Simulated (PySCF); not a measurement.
Excited states of `S=C1C=C[C@H](CC)C1`, C7H10S

Computed, not measured: TDDFT B3LYP/def2-SVPD excited states, vertical, gas phase (PySCF 2.14.0). Geometry: GFN2-xTB.

Input:
```
{"job": {"kind": "states", "xc": "B3LYP", "basis": "def2-SVPD", "tpa": true, "nstates": 6, "nquad": 5, "ntriplets": 0}, "charge": 0, "multiplicity": 1}
C      2.393169    -0.318510     0.170263
C      1.197497    -0.016075    -0.723916
C      0.012871     0.555679     0.068186
C     -1.078742     1.033085    -0.837369
C     -2.252693     0.440424    -0.585089
C     -2.124262    -0.487416     0.502674
S     -3.317488    -1.398999     1.137949
C     -0.694300    -0.478120     0.961343
H      2.130479    -1.033969     0.945590
H      2.749943     0.590613     0.650080
H      3.206361    -0.735912    -0.418512
H      0.875925    -0.924995    -1.236909
H      1.494000     0.708448    -1.485619
H      0.383818     1.397087     0.665211
H     -0.893077     1.770568    -1.599798
H     -3.184761     0.608271    -1.094335
H     -0.267548    -1.476117     0.846834
H     -0.639949    -0.227745     2.021759
```
Coordinates are in Å.

Command: `OMP_NUM_THREADS=1 python excited_run.py task.json out`

Problem. Show the output.

Solution. H and L stand for HOMO and LUMO.
```
coarse grid: 15432 points
cycle   1  E = -670.4964703232  dE =  9.636e-01  |g| = 4.381e-01  |ddm| = 8.957e+00
cycle   2  E = -670.4564878694  dE =  3.998e-02  |g| = 5.831e-01  |ddm| = 2.653e+00
cycle   3  E = -670.5483337484  dE = -9.185e-02  |g| = 1.752e-01  |ddm| = 1.183e+00
cycle   4  E = -670.5568052138  dE = -8.471e-03  |g| = 4.867e-02  |ddm| = 4.351e-01
cycle   5  E = -670.5574933996  dE = -6.882e-04  |g| = 1.283e-02  |ddm| = 1.362e-01
cycle   6  E = -670.5575380429  dE = -4.464e-05  |g| = 3.090e-03  |ddm| = 3.835e-02
cycle   7  E = -670.5575399799  dE = -1.937e-06  |g| = 1.404e-03  |ddm| = 9.337e-03
final grid: 143928 points
cycle   8  E = -670.6504512023  dE = -5.462e-05  |g| = 6.871e-03  |ddm| = 2.236e-01
cycle   9  E = -670.6504261064  dE =  2.510e-05  |g| = 1.136e-02  |ddm| = 3.802e-02
cycle  10  E = -670.6504626886  dE = -3.658e-05  |g| = 2.281e-03  |ddm| = 2.517e-02
cycle  11  E = -670.6504643106  dE = -1.622e-06  |g| = 3.284e-04  |ddm| = 4.336e-03
cycle  12  E = -670.6504643272  dE = -1.657e-08  |g| = 2.078e-04  |ddm| = 1.362e-03
cycle  13  E = -670.6504643379  dE = -1.070e-08  |g| = 6.084e-05  |ddm| = 6.140e-04
cycle  14  E = -670.6504643390  dE = -1.065e-09  |g| = 1.218e-05  |ddm| = 1.650e-04
cycle  15  E = -670.6504643390  dE = -3.433e-11  |g| = 2.306e-06  |ddm| = 3.375e-05
converged SCF energy = -670.6504643390

Singlet excitations
state   eV       nm        f     d(h-e)  d(exc)  Lambda  PR(NTO)  |dmu|/D   mu/D   delta(TPA)   sigma/GM   main configurations
  1   2.2164   559.4   0.00008   1.454   2.980   0.453   1.003    2.739    1.687        1.02      0.002   H->L 0.99
  2   4.5468   272.7   0.44075   0.101   3.177   0.780   1.224    0.985    5.339      122.77      0.930   H-1->L 0.95
  3   5.2121   237.9   0.00243   2.373   3.663   0.261   1.007    4.544    1.425       12.18      0.121   H->L+2 0.66, H->L+1 0.32
  4   5.4511   227.4   0.02261   2.789   4.722   0.239   1.006    6.909    2.849       18.27      0.199   H->L+1 0.61, H->L+2 0.30
  5   5.8629   211.5   0.00235   1.183   3.437   0.418   1.029    3.937    7.836        9.79      0.123   H-3->L 0.90
  6   6.0078   206.4   0.00227   0.396   3.449   0.699   1.612                                            H-2->L 0.71, H-1->L+2 0.13
```

States above about 5.9 eV lie in this functional's continuum (it starts at minus the energy of the highest occupied orbital, well below the true ionisation energy for most functionals) and depend on the basis.

It took 57 s wall time on 1 thread of an Arm Neoverse V1, shared host, peak memory 0.95 GiB.
